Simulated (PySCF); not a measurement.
Species: SbMe3, C₃H₉Sb.
Structure used (PBE0-D3(BJ)/def2-SVP), in Å, numbered top down from 1:
```
atom  x, y, z in Å
Sb1    0.0279   -0.0077    1.2050
C2     1.8433   -0.0178    0.0132
H3     2.4714    0.8428    0.2842
H4     1.5954    0.0345   -1.0566
H5     2.4111   -0.9386    0.2107
C6    -0.9021    1.5921    0.0688
H7    -0.8210    1.3862   -1.0086
H8    -0.4048    2.5468    0.2941
H9    -1.9638    1.6768    0.3423
C10   -0.9305   -1.5869    0.0619
H11   -2.0084   -1.5963    0.2799
H12   -0.5093   -2.5630    0.3422
H13   -0.7785   -1.4213   -1.0150
```

Method used: PBE0-D3(BJ)/def2-SVP geometry optimisation, gas phase, def2 core potentials past Kr in PySCF.

Problem. Which atoms are bound to Sb1, and at what distances?

Solution. 3 atoms: C6 2.171 Å, C2 2.172 Å, C10 2.172 Å. The nearest atom not counted as bound is H11, at 2.74 Å (others tie with it).

Problem. List the angles at Sb1.

Solution. 
```csv
angle,degrees,distance of the outer atoms (Å)
C2–Sb1–C10,94.4,3.19
C2–Sb1–C6,94.3,3.18
C6–Sb1–C10,94.1,3.18
```

Problem. What is the shape at Sb1?

Solution. Pyramidal: angles 94.4°, 94.3° and 94.1°, sum 282.7°, 1.16 Å off the plane of its three neighbours.

Problem. What are the other bond lengths?

Solution. C2–H3 and 8 like bonds 1.100 Å.

Point group: near C3v, missed by 0.13 Å at most; the miss may be what the optimiser left on a soft mode (C3 holds within 0.08 Å). Charge 0, singlet. PBE0-D3(BJ)/def2-SVP frequencies: not computed here.
